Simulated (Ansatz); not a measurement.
Ansatz results at the PBE0-D4/def2-TZVP geometry: size of the dipole moment (ωB97M-V/def2-TZVPP) 1.36 D; LUMO energy (PBE0/def2-TZVPP) -2.05 eV; HOMO–LUMO gap (PBE0/def2-TZVPP) 3.69 eV.

Each molecule was computed in one conformer, which needn't be the lowest.

Task: Which molecule gave them?
A. `F[Si]N([SiH3])[SiH3]`
B. `CC(C)[Si]C(C)C`
C. `[SiH]S`
D. `CC(C)(C)O[Si]Cl`

Result: B. The others give `F[Si]N([SiH3])[SiH3]`: 1.18, -1.70, 5.69; `[SiH]S`: 0.75, -2.50, 4.38; `CC(C)(C)O[Si]Cl`: 2.33, -1.73, 5.47.
